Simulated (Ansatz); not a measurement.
Ansatz (a program for electronic structure) input:

Ansatz 0.2 input:
```yaml
crystal:
  periodic: [false, false, false]
  atoms:
    - {symbol: Pb, position_ang: [0.03815157, 0.01940094, 1.13631077]}
    - {symbol: I, position_ang: [1.04528561, -1.83570899, -0.56255479]}
    - {symbol: I, position_ang: [-1.07016067, 1.88330664, -0.53223019]}
basis:
  gaussian:
    orbitals: def2-TZVP
hamiltonian:
  xc: b3lyp
  dispersion: d3bj
magnetization: {spin_polarized: true, initial_magnetization: 2}
relax: {f_tol: 0.002, max_steps: 150}
```

Task: Predict the final energy.

Result: -788.59720 Eh (B3LYP-D3(BJ)/def2-TZVP). The basis has 150 functions.

This is an excited triplet: at this geometry the singlet lies 2.32 eV lower at RI-MP2/CBS(def2-TZVPPD,def2-QZVPPD)+[CCSD(T)-MP2]/def2-TZVPPD.
